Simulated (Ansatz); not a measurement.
Spin states of GaO3, each relaxed with r2SCAN-D4/def2-TZVP in Ansatz. Electronic energies in the gas phase.

The 6-31G sets use Cartesian d functions. B3LYP takes the VWN-RPA correlation. Correlated methods freeze 12 core orbitals; core or outer-core shells of Ga are correlated, in sets that lack core-valence functions. In CCSD on the charge 0 quartet the largest single amplitude is 0.24, so its Hartree–Fock determinant may place the open shell otherwise than the density functionals do. The structure holds one bond between oxygen atoms, so isomers without such links may lie far lower. HOMO above LUMO, or a gap near zero within one spin, warns that the state may not be the lowest or that an electron is smeared out. In the quartet geometry the species has come apart into loosely held pieces. The structure comes from a short search, and lower isomers may exist.

Doublet geometry (C2v within 0.1 Å):

Cartesian coordinates in Å:
```
Ga -0.3656 0.1968 -0.2560
O -1.6035 0.8658 -1.1230
O 0.8400 -0.1149 1.2169
O 1.1292 -0.9477 0.1620
```

Quartet geometry (Cs within 0.1 Å):

```csv
atom,x (Å),y (Å),z (Å)
Ga1,1.4562,-0.2647,-0.1622
O2,3.0969,-0.5595,-0.4698
O3,-2.3628,0.3253,-0.2750
O4,-2.1903,0.4989,0.9070
```

⟨S²⟩: doublet 0.76 at PBE0-D4/def2-TZVP (pure 0.75), quartet 3.77 at PBE0-D4/def2-TZVP (pure 3.75).

Only these spin states were relaxed. The quartet has fallen apart into loose fragments. The quartet has other bonds than the doublet, so the gap mixes isomer and spin.

```json
{"level": "HF/def2-TZVPP", "quartet − doublet (kJ/mol)": "-102.5", "lowest of these": "quartet", "remarks": "–"}
{"level": "PBE-D4/def2-TZVP", "quartet − doublet (kJ/mol)": "64.1", "lowest of these": "doublet", "remarks": "gap within one spin near zero (doublet)"}
{"level": "BLYP-D4/def2-TZVP", "quartet − doublet (kJ/mol)": "48.3", "lowest of these": "doublet", "remarks": "gap within one spin near zero (doublet)"}
{"level": "B3LYP-D4/6-31G", "quartet − doublet (kJ/mol)": "53.0", "lowest of these": "doublet", "remarks": "–"}
{"level": "ωB97X-V/def2-TZVP", "quartet − doublet (kJ/mol)": "64.1", "lowest of these": "doublet", "remarks": "–"}
{"level": "B2PLYP/def2-TZVP", "quartet − doublet (kJ/mol)": "77.7", "lowest of these": "doublet", "remarks": "–"}
{"level": "MP2/def2-TZVP", "quartet − doublet (kJ/mol)": "205.9", "lowest of these": "doublet", "remarks": "–"}
{"level": "CCSD/def2-TZVPP", "quartet − doublet (kJ/mol)": "112.0", "lowest of these": "doublet", "remarks": "–"}
```
